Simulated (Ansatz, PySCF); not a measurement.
RuO4, SMILES [O]=[Ru](=[O])(=[O])=[O], multiplicity 1. Atoms are numbered in the order given.

```xyz
5

Ru     0.0000     0.0000     0.0000
O     -0.9707     0.9707    -0.9707
O      0.9707     0.9707     0.9707
O      0.9707    -0.9707    -0.9707
O     -0.9707    -0.9707     0.9707
```
Charge 0, spin multiplicity 1.

Geometry: r2SCAN-D4/def2-SVP. The spin state was assumed, not searched. The isomer is the one that the SMILES or the coordinates give; other isomers of the formula were not compared. The def2 effective core potentials stand for the cores of Ru; spin–orbit coupling is left out.

Two levels are set side by side: PBE-D3(BJ)/def2-SVP (Ansatz, a quantum-chemistry and plane-wave program) and r2SCAN-D4/def2-SVP (Ansatz). Each level has its own optimised geometry; the coordinates shown are those of the second. Frequencies come from the Hessian of PySCF at each geometry. Differences are taken from unrounded values.

```
quantity                            r2SCAN-D4
----------------------------------  ---------
mean bond length (Å)                    1.681
bond Ru1–O2 (Å)                         1.681
bond Ru1–O3 (Å)                         1.681
bond Ru1–O4 (Å)                         1.681
bond Ru1–O5 (Å)                         1.681
highest harmonic wavenumber (cm⁻¹)        991
mean harmonic wavenumber (cm⁻¹)           633
zero-point energy (kcal/mol)             8.14
```

Task: What does PBE-D3(BJ) give, and how far is it from r2SCAN-D4? (Estimate from the structure and the level; the computed values follow.)

Result: 
| quantity | PBE-D3(BJ) | PBE-D3(BJ) minus r2SCAN-D4 |
|---|---|---|
| mean bond length (Å) | 1.694 | 0.013 |
| bond Ru1–O2 (Å) | 1.694 | 0.013 |
| bond Ru1–O3 (Å) | 1.694 | 0.013 |
| bond Ru1–O4 (Å) | 1.694 | 0.013 |
| bond Ru1–O5 (Å) | 1.694 | 0.013 |
| highest harmonic wavenumber (cm⁻¹) | 957 | -34 |
| mean harmonic wavenumber (cm⁻¹) | 609 | -23 |
| zero-point energy (kcal/mol) | 7.84 | -0.30 |
